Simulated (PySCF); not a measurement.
```xyz
4
charge 1 multiplicity 1, angstrom
Tc    0.0000    0.0000   -0.5555
Se    2.0491    0.0000    0.2292
Se   -1.0245    1.7746    0.2292
Se   -1.0246   -1.7746    0.2292
```

Computed with PBE0 in PySCF with Tc def2-SVP with ECP28, Se def2-SVP; scalar-relativistic core potentials, no spin–orbit coupling; density-fitted integrals.

This geometry of [TcSe3]+ is a stationary point at this level.

(1) What is the point group?

(2) Is it a minimum?

(3) List the harmonic modes with their infrared intensities.

(4) Give the atomic charges and bond orders.

Results:

(1) C3v.

(2) Yes: all harmonic wavenumbers are real.

(3) 
```json
{"symmetry": "e", "ω (cm⁻¹)": "130", "IR (km/mol, summed over degenerate members)": "1.0"}
{"symmetry": "a1", "ω (cm⁻¹)": "151", "IR (km/mol, summed over degenerate members)": "0.1"}
{"symmetry": "a1", "ω (cm⁻¹)": "366", "IR (km/mol, summed over degenerate members)": "0.0"}
{"symmetry": "e", "ω (cm⁻¹)": "408", "IR (km/mol, summed over degenerate members)": "30.0"}
```

(4) 
```tsv
atom	Mulliken	Löwdin	polar tensor	Mayer order to Tc1
Tc1	0.08	-0.76	0.85	–
Se2,3,4	0.31	0.59	0.05	2.13
```
Other Mayer orders above 0.3: Se–Se 0.32 (×3).

Only a few start shapes were tried, so a lower isomer may exist.
